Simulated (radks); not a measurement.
Q: The mean radii <r> (bohr) of the occupied orbitals of an atom or ion are listed with their occupations. Method: Dirac Kohn-Sham, PBEsol, spin-unpolarised, spherical densities, finite nucleus; Fermi nuclear charge, rms radius of each element as measured or else 0.836 A^(1/3) + 0.57 fm; computed with a radial shooting solver on a logarithmic mesh with Libxc functionals.

| orbital | occ. | <r> |
|---|---|---|
| 1s1/2 | 2 | 0.02002 |
| 2s1/2 | 2 | 0.08433 |
| 2p1/2 | 2 | 0.07009 |
| 2p3/2 | 4 | 0.07748 |
| 3s1/2 | 2 | 0.2206 |
| 3p1/2 | 2 | 0.2103 |
| 3p3/2 | 4 | 0.2242 |
| 3d3/2 | 4 | 0.1973 |
| 3d5/2 | 6 | 0.2016 |
| 4s1/2 | 2 | 0.4979 |
| 4p1/2 | 2 | 0.5062 |
| 4p3/2 | 4 | 0.5383 |
| 4d3/2 | 4 | 0.5652 |
| 4d5/2 | 6 | 0.5766 |
| 5s1/2 | 2 | 1.231 |
| 5p1/2 | 2 | 1.393 |
| 5p3/2 | 4 | 1.511 |
| 6s1/2 | 2 | 3.955 |
| 4f5/2 | 6 | 0.7988 |
| 4f7/2 | 7 | 0.8241 |

Name the element and its charge. Open shells, if any, fill j = l - 1/2 first.

A: Z = 69, thulium, charge 0: Tm in [Xe] 4f13 6s2. The 1s radius gives Z: for a bare nucleus <r> = (2 gamma + 1)/(2Z) with gamma = sqrt(1 - (Z/c)^2), 0.01977 bohr for Z = 69, and screening makes it slightly larger (0.02002 here). The occupations add up to 69, and the charge is Z minus that.
